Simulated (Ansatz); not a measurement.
Basis sets compared for SnTe₂. The state is a singlet with charge 0. Geometry PBE-D4/def2-SVP. Ansatz on 4 threads of Arm Neoverse V2 on a shared host; times are rough, and most runs start from earlier orbitals.

```csv
atom,x (Å),y (Å),z (Å)
Sn1,-1.3382,0.1183,-0.8540
Te2,0.6230,1.3435,0.6936
Te3,0.7152,-1.4618,0.1603
```

In the def2 sets Sn, Te take a core potential; there is no spin–orbit coupling. The structure comes from a short search, and lower isomers may exist.

Binding counts from free atoms (Sn triplet, Te triplet) in the same basis, without a counterpoise term.

| level | functions | energy (Eh) | HOMO (eV) | LUMO (eV) | binding per atom (eV) | wall time |
| --- | --- | --- | --- | --- | --- | --- |
| PBE-D4/def2-SVP | 78 | -750.4263 | -4.62 | -3.48 | 2.32 | 0.65 s |
| PBE-D4/def2-TZVP (with forces) | 150 | -750.4543 | -4.70 | -3.52 | 2.35 | 1.4 s |
| r2SCAN-D4/def2-TZVP | 150 | -750.7456 | -4.91 | -3.50 | 2.16 | 2.9 s |
| PBE0-D4/def2-SVP | 78 | -750.4621 | -5.56 | -2.94 | 2.14 | 1.1 s |
| PBE0-D4/def2-TZVP | 150 | -750.4887 | -5.60 | -2.95 | 2.18 | 2 s |

Estimate the rows for PBE-D4/def2-TZVPD, r2SCAN-D4/def2-TZVPD, PBE0-D4/def2-TZVPD.


```tsv
level	functions	energy (Eh)	HOMO (eV)	LUMO (eV)	binding per atom (eV)	wall time
PBE-D4/def2-TZVPD	174	-750.4551	-4.72	-3.55	2.35	1.8 s
r2SCAN-D4/def2-TZVPD	174	-750.7464	-4.92	-3.51	2.17	3.6 s
PBE0-D4/def2-TZVPD	174	-750.4894	-5.62	-2.96	2.19	2.8 s
```
